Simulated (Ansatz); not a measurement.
Ansatz (a program for electronic structure) input:

Ansatz 0.2 input:
```yaml
crystal:
  periodic: [false, false, false]
  atoms:
    - {symbol: Ta, position_ang: [0.18903893, 0.01764093, 0.24473479]}
    - {symbol: O, position_ang: [1.53795057, -0.80356101, -0.47784188]}
    - {symbol: O, position_ang: [-0.63822648, -1.15055263, 1.22810046]}
    - {symbol: Cl, position_ang: [-1.23515497, 0.84383067, -1.40398282]}
basis:
  gaussian:
    orbitals: def2-SVPD
total_charge: -1
magnetization: {spin_polarized: true, initial_magnetization: 1}
correlation: {method: ccsd_t, electrons: outside_noble_gas}
```

### Question
Predict the final energy.

### Answer
-666.27807 Eh (CCSD(T)/def2-SVPD). The basis has 108 functions.

This state (charge -1, doublet) is run at the relaxed geometry of the species with charge 0 and multiplicity 1.
